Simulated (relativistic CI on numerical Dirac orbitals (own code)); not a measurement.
Method of calculation: Dirac-Coulomb-Breit CI, separate exchange-only KLI orbitals for each configuration, model QED (radiative potential, 1s self-energy scaled to tabulated hydrogen-like ionisation energies), unscaled Slater integrals (own radial code, finite nucleus).

The strongest absorption lines from the ground level of an ion, among the configurations computed and to levels below about 11600 eV (vacuum wavelength in nm, gf): 0.10787 (0.11), 0.10892 (0.063), 0.12997 (0.00031), 0.14101 (0.38), 0.14358 (0.0046), 0.14544 (0.26), 1.1214 (0.22), 7.2117 (0.009).

Task: Which ion is it?
A. Dy⁶²⁺
B. Pm⁵⁷⁺
C. Lu⁶⁷⁺
D. Dy⁶⁰⁺

Result: A. Dy⁶²⁺ has 4 electrons and the ground level 2s2 1S_0; the strongest line goes to 2s.3p 1P°_1. The pattern of lines fixes the number of electrons, and along that sequence the line energies rise steadily with the charge (about as its square where n changes within one kind of shell, about linearly where n is kept but much faster in heavy ions where fine structure, which grows about as Z⁴, sets the gap, and irregularly where shells cross), which fixes Z. Configurations outside the model, such as inner-shell arrays, can give stronger lines. At this charge energies of transitions that change n are usually good to better than 1 %, and those within a shell (Δn = 0) to a few per cent.

LS names give the leading component of a level, which can be under half, so a name can repeat, a term be missing and a line seem to break the LS rules.
